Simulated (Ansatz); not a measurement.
Computed with Ansatz.

A structure relaxed at PBE0-D4/def2-TZVP, charge 0, multiplicity 1:

Cartesian coordinates in Å:
```
C 1.272 0.511 -0.582
Se -0.546 0.678 -1.300
In -1.780 -0.517 0.481
Cl -0.322 -1.302 2.141
H 1.532 -0.534 -0.443
H 1.925 0.962 -1.328
H 1.357 1.047 0.359
H -3.439 -0.845 0.671
```

Q: Give its formula and SMILES.

A: CH4ClInSe, `C[Se][InH][Cl]`.

Q: Point group (tolerance 0.08 Å, 0.16 Å for H)?

A: Cs.

Q: Summarise the bond lengths by kind.

A: 1 × C–Se 1.962 Å; 3 × C–H 1.086 to 1.089 Å; 1 × In–Se 2.475 Å; 1 × Cl–In 2.344 Å; 1 × H–In 1.701 Å.
